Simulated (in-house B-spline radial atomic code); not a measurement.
Configurations of Rh+, with energies counted from [Kr] 4d8. Method: scalar-relativistic (X2C) PBE0, spin-polarised, spherical fractional occupations, exact exchange averaged over the configuration, Fermi nucleus of rms radius 4.4945 fm. Calculated with an all-electron radial atomic-structure program (B-spline basis). Shells without spins written out take the highest spin.

Occupations are held fixed; configurations that lie above the ionisation limit could autoionise.

```tsv
configuration	E - E(ref) (eV)	highest orbital	its <r> (bohr)
[Kr] 4d7 5s1	2.0958	5s up	2.83
[Ar] 3d10 4s2 4p5 4d8 5p1	53.826	5p up	3.538
[Ar] 3d10 4s2 4p5 4d8 5d1	59.007	5d up	5.86
[Ar] 3d10 4s2 4p5 4d8 5f1	62.401	5f up	14.52
```

Q: Order these further configurations by energy, lowest first.
A. [Ar] 3d10 4s2 4p5 4d9
B. [Kr] 4d7 5d1
C. [Kr] 4d7 5p1
D. [Kr] 4d7 5f1

A: C (7.2753 eV), B (12.435 eV), D (15.796 eV), A (45.9 eV).
